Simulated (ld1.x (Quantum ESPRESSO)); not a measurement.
**Which change was made? (In, TM semilocal)**

ld1.x (Quantum ESPRESSO) 7.5 input, shortened:

```
&input
   title='In', zed=49., rel=1, dft='PBE', iswitch=3,
   config='[Kr] 4d10 5s2 5p1'
 /
 &inputp
   pseudotype=1, tm=.true., lloc=1,
   nlcc=.true.
 /
3
5S  1  0   2.00   0.00  2.25  2.25  0.0
4D  3  2  10.00   0.00  1.80  1.80  0.0
5P  2  1   1.00   0.00  3.10  3.10  0.0
 &test
   configts(1)='4d10 5s2 5p1'
 /
```

Cutoffs, loose and tight: the cutoffs (Ry, on a coarse ladder) from which the occupation-weighted sum of valence levels, in a spherical-Bessel basis at the reference potential, stays within 10 and 1 mRy of its value at 400 Ry. They do not see the model core or the augmentation charge, which bear on the density cutoff. Test errors are all-electron minus pseudo excitation energies from the reference, over the configurations 4d10 5s2 5p0; 4d10 5s1 5p0; 4d10 5s0 5p0; 4d10 5s1 5p1; 4d10 5s2 5p1.3; 4d10 5s0 5p3; 4d10 5s2 5p0.5; variants that change the core or the reference have their own tests.

The base gives: outcome: generated; cutoff, loose: 70 Ry; cutoff, tight: 110 Ry; bound ghosts: none; largest test error (meV): -71.

Task: After one change the result is: outcome: generated; cutoff, loose: 60 Ry; cutoff, tight: 100 Ry; bound ghosts: none; largest test error (meV): -87. Which change was it?
A. all radii but the core radius scaled by about 1.09 (s 2.44, p 3.36, d 1.96 bohr)
B. all radii but the core radius scaled by about 1.25 (s 2.82, p 3.88, d 2.26 bohr)
C. all radii but the core radius scaled by about 1.40 (s 3.14, p 4.34, d 2.52 bohr)

Result: A. The others give: all radii but the core radius scaled by about 1.25 (s 2.82, p 3.88, d 2.26 bohr) → outcome: generated; cutoff, loose: 55 Ry; cutoff, tight: 90 Ry; bound ghosts: none; largest test error (meV): -181 | all radii but the core radius scaled by about 1.40 (s 3.14, p 4.34, d 2.52 bohr) → outcome: generated; cutoff, loose: 45 Ry; cutoff, tight: 80 Ry; bound ghosts: none; largest test error (meV): -340.
